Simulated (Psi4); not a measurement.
C2H6ClGa, singlet, geometry from GFN2-xTB (such geometries of metal compounds can be far from the true shape). Base run: HF/STO-3G in Psi4.

Input for Psi4:
```
memory 2 GB

molecule {
0 1
Ga   -0.23882611    0.10083400   -0.14092768
C    -1.80146295   -1.21572828   -0.23393842
H    -1.48974737   -2.11234972   -0.77670352
H    -2.67761150   -0.79304802   -0.72665403
H    -2.07741138   -1.52198383    0.77883123
C    -0.06504875    2.00184560   -0.87573406
H     0.73235088    2.03166984   -1.62340480
H     0.21697965    2.67872738   -0.06457972
H    -0.98796556    2.36112255   -1.33204575
Cl    1.46388735   -0.61686449    0.86890290
}

set {
  basis sto-3g
  stability_analysis check
  scf_type pk
}

energy('scf')
print_variables()
```

The bond that is stretched is that between atoms 10 and 1. A test that says stable can miss a lower solution.

Variants of this job, named by their change:

```
change                                                     ΔE vs base (mEh)  <S^2>        outcome
---------------------------------------------------------  ----------------  -----  -------------
base                                                                  0.000  0.000      converged
stability_analysis = follow; reference = uhf                          0.000  0.000      converged
bond × 1.25                                                          58.584  0.000      converged
stability_analysis = follow; reference = uhf; bond × 1.25                 -      -  not converged
bond × 1.5                                                            137.6  0.000      converged
stability_analysis = follow; reference = uhf; bond × 1.5                  -      -  not converged
bond × 1.8                                                            209.7  0.000      converged
stability_analysis = follow; reference = uhf; bond × 1.8                  -      -  not converged
bond × 2.2                                                            257.8  0.000      converged
stability_analysis = follow; reference = uhf; bond × 2.2                  -      -  not converged
bond × 3.0                                                            288.9  0.000      converged
stability_analysis = follow; reference = uhf; bond × 3.0                  -      -  not converged
```

Psi4 reported an instability in these rows: stability_analysis = follow; reference = uhf; bond × 1.25; stability_analysis = follow; reference = uhf; bond × 1.5; stability_analysis = follow; reference = uhf; bond × 1.8; stability_analysis = follow; reference = uhf; bond × 2.2; stability_analysis = follow; reference = uhf; bond × 3.0 (restricted rows aren't judged here).

Where a bond breaks into two radicals, a solution with restricted orbitals usually stops being the lowest and lies too high; an unrestricted one lies lower at the price of spin contamination, which <S^2> shows.
